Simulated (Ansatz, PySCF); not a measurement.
Species: sum formula BClF (charge 0, doublet). It need not be the lowest isomer of its formula. SMILES: F[B]Cl
Geometry: optimised at B3LYP-D3(BJ)/def2-TZVP (Ansatz, an electronic-structure program).

Property: atomisation energy (electronic, to ground-state atoms), in kJ/mol. Cores are frozen in the correlated levels unless marked. Open shells are spin-unrestricted. No spin-orbit coupling. No relativistic terms. The coupled-cluster limit lacks core correlation, which all-electron functionals hold. Basis-set limits of correlation are two-point, X^-3; Hartree-Fock from the larger set. [CCSD(T)-MP2]/basis is that difference in the basis named.

| level | program | atomisation energy (kJ/mol) | minus last row |
|---|---|---|---|
| SVWN5/def2-TZVPD | Ansatz | 1249.1 | 210.3 |
| BLYP-D3(BJ)/def2-TZVPD | Ansatz + dftd3 | 1053.3 | 14.5 |
| TPSS-D3(BJ)/def2-TZVPD | PySCF + dftd3 | 1057.6 | 18.8 |
| r2SCAN-D4/def2-TZVPD | Ansatz + dftd4 | 1084.7 | 45.9 |
| B3LYP-D3(BJ)/def2-TZVPD | Ansatz + dftd3 | 1042.6 | 3.8 |
| B3LYP-D4/def2-TZVPD | Ansatz + dftd4 | 1042.4 | 3.6 |
| PBE0-D3(BJ)/def2-TZVP | Ansatz + dftd3 | 1067.2 | 28.4 |
| BHLYP-D3(BJ)/def2-TZVPD | Ansatz + dftd3 | 996.0 | -42.8 |
| PW6B95-D4/def2-TZVPD | PySCF + dftd4 | 1058.4 | 19.6 |
| CAM-B3LYP-D4/def2-TZVPD | Ansatz + dftd4 | 1050.6 | 11.8 |
| CAM-B3LYP/def2-TZVPD | Ansatz | 1047.2 | 8.4 |
| B2GP-PLYP-D3(BJ)/def2-TZVPD | Ansatz + dftd3 | 1043.9 | 5.1 |
| MP2/STO-3G | Ansatz | 982.0 | -56.8 |
| MP2/cc-pV(Q+d)Z | Ansatz | 1096.9 | 58.1 |
| RI-MP2/CBS(cc-pV(T+d)Z,cc-pV(Q+d)Z) | Ansatz | 1108.1 | 69.3 |
| SCS-MP2/STO-3G | Ansatz | 970.8 | -68.0 |
| SCS-MP2/cc-pV(D+d)Z | Ansatz | 967.6 | -71.2 |
| CCSD(T)/cc-pwCVTZ | Ansatz | 1010.1 | -28.7 |
| RI-MP2/CBS(cc-pV(T+d)Z,cc-pV(Q+d)Z)+[CCSD(T)-MP2]/cc-pV(D+d)Z | Ansatz | 1039.0 | 0.2 |
| RI-MP2/CBS(cc-pV(T+d)Z,cc-pV(Q+d)Z)+[CCSD(T)-MP2]/cc-pV(Q+d)Z | Ansatz | 1037.7 | -1.1 |
| CCSD(T)/CBS(cc-pV(T+d)Z,cc-pV(Q+d)Z) | Ansatz | 1038.8 | 0.0 |
